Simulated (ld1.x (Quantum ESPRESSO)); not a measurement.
Varying the TM potential for Co

Base potential:

| Quantity | Value |
| --- | --- |
| Element | cobalt |
| Generator | ld1.x (Quantum ESPRESSO) 7.5 |
| Type | norm-conserving Troullier–Martins (Kleinman–Bylander form) |
| Functional | PBE |
| Relativity | scalar-relativistic |
| Frozen core | [Ar] |
| Valence charge | 9 |
| Reference configuration | 3d7 4s2 4p0 |
| Partial waves | 4s (bound): rc 2.15 bohr; 4p (bound, empty): rc 2.45 bohr; 3d (bound): rc 1.60 bohr |
| Local potential | all-electron potential smoothed inside 2.10 bohr (lloc = -1) |
| Core correction | a·sin(br)/r model core, default radius (core density twice the valence density) |

Cutoffs, loose and tight: the cutoffs (Ry, on a coarse ladder) from which the occupation-weighted sum of valence levels, in a spherical-Bessel basis at the reference potential, stays within 10 and 1 mRy of its value at 400 Ry. They do not see the model core or the augmentation charge, which bear on the density cutoff. Test errors are all-electron minus pseudo excitation energies from the reference, over the configurations 3d7 4s1 4p0; 3d7 4s0 4p0; 3d6 4s0 4p0; 3d6 4s2 4p1; 3d7.5 4s1.5 4p0; 3d7 4s1 4p1; 3d7 4s0 4p2. A dash means not determined; rows that change the core or the reference have their own tests. The largest error is taken over the tests solved by every variant that gives reliable tests at all: 3d6 4s0 4p0; 3d6 4s2 4p1; 3d7 4s0 4p2; 3d7 4s1 4p1; 3d7.5 4s1.5 4p0.

A true bound ghost makes a file unfit for plane-wave use even where its test errors are small: the radial tests pick states by their node count and pass the ghost by.

The default core radius of the base comes out at 0.44 bohr.

On the changes marked as counting shells twice: ld1.x takes every shell without a wave as core, so the model core holds the marked electrons as well and exchange and correlation see them twice. This cancels in the reference configuration, but the file is broken for other ones, and its errors say nothing about a proper core correction.

| change | outcome | cutoff, loose | cutoff, tight | bound ghosts | largest test error (meV) |
| --- | --- | --- | --- | --- | --- |
| base | generated | 100 Ry | 180 Ry | none | -234 |
| core [Ne] 3s2, valence charge 15; reference 3p6 3d7 4s1 4p1; waves now 4s (bound): rc 2.25 bohr; 3d (bound): rc 1.75 bohr; 3p (bound): rc 1.10 bohr; local potential the p channel; core correction Bessel-smoothed model core inside 0.60 bohr (4p counted twice) | generated | 100 Ry | 160 Ry | s | -408 |
| local potential the s channel | generated | 100 Ry | 180 Ry | none | -412 |
| fully relativistic | generated | 100 Ry | 180 Ry | none | -229 |
| wave 4s (bound): rc 2.15 bohr becomes 4s (bound): rc 2.00 bohr | generated | 100 Ry | 180 Ry | none | -233 |
| wave 4p (bound): rc 2.45 bohr becomes 4p (bound): rc 2.30 bohr | generated | 100 Ry | 180 Ry | none | -234 |
| core correction a·sin(br)/r model core inside 1.08 bohr | generated | 100 Ry | 180 Ry | none | -232 |
| reference 3d7 4s1.75 4p0 | generated | 100 Ry | 180 Ry | none | -241 |

(1) What comes out with this change to the base: wave 3d (bound): rc 1.60 bohr becomes 3d (bound): rc 1.20 bohr?

(2) What comes out with this change to the base: all radii but the core radius scaled by about 0.86 (s 1.86, p 2.12, d 1.38 bohr); local potential all-electron potential smoothed inside 1.82 bohr (lloc = -1)?

(3) What comes out with this change to the base: local potential all-electron potential smoothed inside 1.64 bohr (lloc = -1)?

Answers

(1) outcome: generated; cutoff, loose: 160 Ry; cutoff, tight: 260 Ry; bound ghosts: none; largest test error (meV): -288.

(2) outcome: generated; cutoff, loose: 140 Ry; cutoff, tight: 230 Ry; bound ghosts: none; largest test error (meV): -200.

(3) outcome: generated; cutoff, loose: 100 Ry; cutoff, tight: 180 Ry; bound ghosts: none; largest test error (meV): -168.
